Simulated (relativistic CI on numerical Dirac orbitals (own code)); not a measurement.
Electric-dipole lines of Au52+

Method of calculation: Dirac-Coulomb-Breit CI, orbitals from a KLI potential per configuration, a model potential for QED, unscaled Slater integrals (own radial code, finite nucleus).

CI space (outside the closed core [Ne]): 3s²3p⁶3d⁹, 3s²3p⁵3d¹⁰, 3s3p⁶3d¹⁰, 3s²3p⁶3d⁸4s, 3s²3p⁶3d⁸4p, 3s²3p⁴3d¹⁰4s, 3s²3p⁶3d⁸4d, 3s²3p⁴3d¹⁰4p, 3s²3p⁵3d⁹4s, 3s²3p⁶3d⁸4f, 3s²3p⁴3d¹⁰4d, 3s²3p⁵3d⁹4p, 3s3p⁵3d¹⁰4s, 3s3p⁵3d¹⁰4p, 3s²3p⁶3d⁷4s², 3s²3p⁵3d⁹4d, 3s3p⁶3d⁹4s, 3s²3p⁶3d⁷4s4p, 3s3p⁵3d¹⁰4d, 3p⁶3d¹⁰4s, 3s²3p⁵3d⁹4f, 3s²3p⁶3d⁸5s, 3s²3p⁶3d⁷4p², 3s²3p⁶3d⁷4s4d, 3s3p⁶3d⁹4p, 3s²3p⁶3d⁸5p, 3p⁶3d¹⁰4p, 3s²3p⁵3d⁸4s², 3s²3p⁶3d⁸5d, 3s²3p⁶3d⁷4p4d, 3p⁶3d¹⁰4d, 3s²3p⁶3d⁸5f, 3s3p⁶3d⁹4d, 3s²3p⁵3d⁸4s4p, 3s²3p⁶3d⁸5g, 3s²3p⁶3d⁷4d². Levels of other configurations are missing.

```csv
λ vac (Å),Lower,Upper,A (s⁻¹),log gf,S velocity/length
4.3056,3s²3p⁶3d⁹ ²D5/2 [1],3s²3p⁵3d⁹4d ²F°7/2 [306],6.06e+13,0.13,0.96
4.3071,3s²3p⁶3d⁹ ²D5/2 [1],3s²3p⁵3d⁹4d ²D°5/2 [305],6.83e+13,0.06,1.00
4.3154,3s²3p⁶3d⁹ ²D3/2 [2],3s²3p⁵3d⁹4d ²D°3/2 [340],1.04e+14,0.06,0.98
4.3168,3s²3p⁶3d⁹ ²D3/2 [2],3s²3p⁵3d⁹4d ²F°5/2 [339],9.36e+13,0.20,0.97
4.3245,3s²3p⁶3d⁹ ²D5/2 [1],3s²3p⁵3d⁹4d ²P°3/2 [301],6.76e+13,-0.12,0.96
4.3404,3s²3p⁶3d⁹ ²D5/2 [1],3s²3p⁵3d⁹4s ²F°7/2 [294],3.59e+13,-0.09,0.97
4.3475,3s²3p⁶3d⁹ ²D5/2 [1],3s²3p⁵3d⁹4d ²F°7/2 [289],3.93e+13,-0.05,0.98
4.3529,3s²3p⁶3d⁹ ²D5/2 [1],3s²3p⁵3d⁹4d ²P°3/2 [286],1.04e+14,0.07,0.95
4.3550,3s²3p⁶3d⁹ ²D5/2 [1],3s²3p⁵3d⁹4d ²D°5/2 [285],7.13e+13,0.08,0.96
4.6586,3s²3p⁶3d⁹ ²D5/2 [1],3s²3p⁶3d⁸4f ²D°3/2 [235],4.86e+13,-0.20,0.94
4.6616,3s²3p⁶3d⁹ ²D3/2 [2],3s²3p⁶3d⁸4f ²F°5/2 [258],3.60e+14,0.85,0.96
4.6651,3s²3p⁶3d⁹ ²D5/2 [1],3s²3p⁶3d⁸4f ²F°5/2 [232],9.24e+13,0.26,0.95
4.6724,3s²3p⁶3d⁹ ²D5/2 [1],3s²3p⁶3d⁸4f ²F°7/2 [230],5.50e+14,1.16,0.96
4.6734,3s²3p⁶3d⁹ ²D5/2 [1],3s²3p⁶3d⁸4f ²D°5/2 [229],4.15e+14,0.91,0.94
4.6828,3s²3p⁶3d⁹ ²D5/2 [1],3s²3p⁶3d⁸4f ²P°3/2 [227],4.01e+14,0.72,0.94
4.6855,3s²3p⁶3d⁹ ²D3/2 [2],3s²3p⁶3d⁸4f ²D°3/2 [257],4.43e+14,0.77,0.94
4.6898,3s²3p⁶3d⁹ ²D3/2 [2],3s²3p⁶3d⁸4f ²F°5/2 [256],2.03e+14,0.60,0.96
4.7145,3s²3p⁶3d⁹ ²D3/2 [2],3s²3p⁶3d⁸4f ²P°1/2 [251],1.99e+14,0.12,0.94
4.8207,3s²3p⁶3d⁹ ²D3/2 [2],3s²3p⁶3d⁸4f ²P°1/2 [236],3.77e+14,0.42,0.94
4.8216,3s²3p⁶3d⁹ ²D5/2 [1],3s²3p⁶3d⁸4f ²F°7/2 [181],4.10e+13,0.06,0.96
4.8247,3s²3p⁶3d⁹ ²D3/2 [2],3s²3p⁶3d⁸4f ²D°3/2 [235],2.48e+14,0.54,0.94
4.8317,3s²3p⁶3d⁹ ²D3/2 [2],3s²3p⁶3d⁸4f ²F°5/2 [232],1.74e+14,0.56,0.96
4.8380,3s²3p⁶3d⁹ ²D5/2 [1],3s²3p⁶3d⁸4f ²F°5/2 [180],8.29e+13,0.24,0.94
4.8407,3s²3p⁶3d⁹ ²D3/2 [2],3s²3p⁶3d⁸4f ²D°5/2 [229],3.65e+13,-0.11,0.94
4.8412,3s²3p⁶3d⁹ ²D5/2 [1],3s²3p⁶3d⁸4f ²F°7/2 [179],1.69e+14,0.68,0.96
4.8419,3s²3p⁵3d¹⁰ ²P°3/2 [3],3s²3p⁵3d⁹4f ²D5/2 [398],1.51e+14,0.50,0.94
4.8474,3s²3p⁶3d⁹ ²D5/2 [1],3s²3p⁶3d⁸4f ²F°5/2 [178],1.10e+14,0.37,0.94
4.8500,3s²3p⁵3d¹⁰ ²P°3/2 [3],3s²3p⁵3d⁹4f ²D3/2 [395],1.71e+14,0.38,0.96
4.8652,3s²3p⁶3d⁹ ²D5/2 [1],3s²3p⁶3d⁸4f ²P°3/2 [175],1.24e+14,0.25,0.94
4.8685,3s²3p⁵3d¹⁰ ²P°3/2 [3],3s²3p⁵3d⁹4f ²P1/2 [389],1.45e+14,0.01,0.95
5.1625,3s²3p⁶3d⁹ ²D5/2 [1],3s²3p⁵3d⁹4s ²F°7/2 [89],2.77e+13,-0.05,0.98
23.862,3s²3p⁶3d⁸4s ²F7/2 [7],3s²3p⁵3d⁹4s ²D°5/2 [102],3.12e+12,0.20,0.88
23.889,3s²3p⁶3d⁸4s ⁴F9/2 [6],3s²3p⁵3d⁹4s ⁴D°7/2 [100],2.94e+12,0.30,0.88
24.232,3s²3p⁶3d⁹ ²D5/2 [1],3s²3p⁵3d¹⁰ ²P°3/2 [3],1.96e+12,-0.16,0.93
40.046,3s²3p⁶3d⁸4p ⁴G°7/2 [26],3s²3p⁶3d⁸4d ⁴H9/2 [93],1.19e+12,0.46,1.07
40.150,3s²3p⁶3d⁸4p ²G°9/2 [20],3s²3p⁶3d⁸4d ²H11/2 [64],1.19e+12,0.54,1.08
40.365,3s²3p⁶3d⁸4p ²H°9/2 [31],3s²3p⁶3d⁸4d ²I11/2 [101],1.18e+12,0.54,1.10
47.604,3s²3p⁶3d⁸4s ⁴F9/2 [6],3s²3p⁶3d⁸4p ⁴F°9/2 [36],4.46e+11,0.18,0.97
47.665,3s²3p⁶3d⁸4s ²D5/2 [8],3s²3p⁶3d⁸4p ²F°7/2 [40],6.60e+11,0.25,1.04
48.089,3s²3p⁶3d⁸4s ²F7/2 [7],3s²3p⁶3d⁸4p ²D°5/2 [38],6.78e+11,0.15,0.92
48.119,3s²3p⁶3d⁸4s ⁴P5/2 [13],3s²3p⁶3d⁸4p ⁴D°7/2 [52],6.78e+11,0.28,1.04
48.138,3s²3p⁶3d⁸4s ²F7/2 [7],3s²3p⁶3d⁸4p ²F°7/2 [37],4.83e+11,0.13,0.98
48.213,3s²3p⁶3d⁸4s ⁴F7/2 [11],3s²3p⁶3d⁸4p ⁴G°9/2 [47],7.37e+11,0.41,1.07
48.245,3s²3p⁶3d⁸4s ⁴F9/2 [6],3s²3p⁶3d⁸4p ⁴G°11/2 [35],7.37e+11,0.49,1.08
48.569,3s²3p⁶3d⁸4s ²G9/2 [16],3s²3p⁶3d⁸4p ²H°11/2 [55],7.26e+11,0.49,1.10
```

Terms are leading LS components. Brackets give the number of a level in order of energy, since labels repeat. The list gives strong lines, with weight on those to low levels, among the lowest 400 of 3960 levels, so that lines to higher ones, which can be the strongest, are missing. Levels whose partners in the same complex of configurations lie outside the list can be far off, and so can their lines. Rates are taken at the computed energies, electric ones in the length gauge. A velocity-to-length ratio far from 1 marks an uncertain rate.

At this charge energies of transitions that change n are usually good to better than 1 %, and those within a shell (Δn = 0) to a few per cent.

LS names give the leading component of a level, which can be under half, so a name can repeat, a term be missing and a line seem to break the LS rules.
